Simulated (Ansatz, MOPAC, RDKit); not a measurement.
System: Si2N2H8, charge 0, multiplicity 1. SMILES: N[SiH2][SiH2]N

Atoms: N1, Si2, Si3, N4, H5, H6, H7, H8, H9, H10, H11, H12. Bonds: N1-Si2, N1-H5, N1-H6, Si2-Si3, Si2-H7, Si2-H8, Si3-N4, Si3-H9, Si3-H10, N4-H11, N4-H12.

Bond lengths (Å) and angles (degrees) optimised at MMFF94 with RDKit; PM6 with MOPAC; B3LYP/6-31G* with Ansatz (a first-principles code), each started from the B3LYP-D3(BJ)/def2-TZVP structure (Ansatz) of the last column. A row stands for all coordinates that are equal there; 10 of 14 kinds are shown. 6-31G* holds six Cartesian d functions. No wavenumbers were computed at MMFF94, so these may be saddle points.

```tsv
coordinate	MMFF94	PM6	B3LYP/6-31G*	B3LYP-D3(BJ)/def2-TZVP
N1-Si2	1.711	1.715	1.749	1.733
N1-H5	1.018	1.011	1.015	1.009
Si2-Si3	2.354	1.893	2.357	2.354
Si2-H7	1.481	1.486	1.491	1.485
Si2-H8	1.481	1.562	1.500	1.492
N1-Si2-Si3	111.9	135.9	103.9	104.7
Si2-N1-H5	108.7	126.1	119.2	120.7
Si2-N1-H6	108.7	125.3	116.3	118.3
N1-Si2-H7	107.1	103.5	107.6	107.7
N1-Si2-H8	104.5	112.1	116.4	115.6
```

Mean signed difference of all 11 bond lengths from B3LYP-D3(BJ)/def2-TZVP: MMFF94 -0.004 Å, PM6 -0.031 Å, B3LYP/6-31G* 0.008 Å.
